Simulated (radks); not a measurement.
Values are calculated unless marked as measured or tabulated.
All-electron atom: La4+ in [Kr] 4d10 5s2 5p5. Level of theory: scalar-relativistic Kohn-Sham, PBE, spin-polarised, spherical densities, point nucleus; open shells are filled with parallel spins first (spin-orbit coupling, left out, can overturn this in heavy ions) (a radial shooting solver on a logarithmic mesh with Libxc functionals).

Normalised radial functions P(r) = r R(r), r in bohr:

r         4p down    4d up    5p up
0.002031   0.0058   0.0000   0.0024
0.003079   0.0119   0.0001   0.0049
0.004668   0.0244   0.0003   0.0100
0.007075   0.0494   0.0011   0.0201
0.01064    0.0957   0.0033   0.0391
0.01613    0.1792   0.0101   0.0731
0.02445    0.3087   0.0295   0.1258
0.03706    0.4622   0.0799   0.1881
0.05618    0.5360   0.1947   0.2170
0.08517    0.3292   0.4032   0.1301
0.1291    -0.2584   0.6488  -0.1115
0.1957    -0.7841   0.6726  -0.3151
0.2967    -0.3623   0.1304  -0.1074
0.4497     0.8866  -0.8128   0.3927
0.6763     1.3838  -1.2711   0.3374
1.025      0.7254  -0.8547  -0.4488
1.554      0.1408  -0.2692  -0.9073
2.356      0.0079  -0.0329  -0.5436
3.571      0.0001  -0.0010  -0.1154
5.413      0.0000  0.0000  -0.0061

4p down: eigenvalue -237.71 eV, 2 radial nodes at r = 0.110, 0.338 bohr, <r> = 0.692 bohr, 90 % of the charge inside 1.01 bohr. 4d up: eigenvalue -141.60 eV, 1 radial node at r = 0.316 bohr, <r> = 0.766 bohr, 90 % of the charge inside 1.15 bohr. 5p up: eigenvalue -57.461 eV, 3 radial nodes at r = 0.109, 0.325, 0.826 bohr, <r> = 1.71 bohr, 90 % of the charge inside 2.44 bohr.
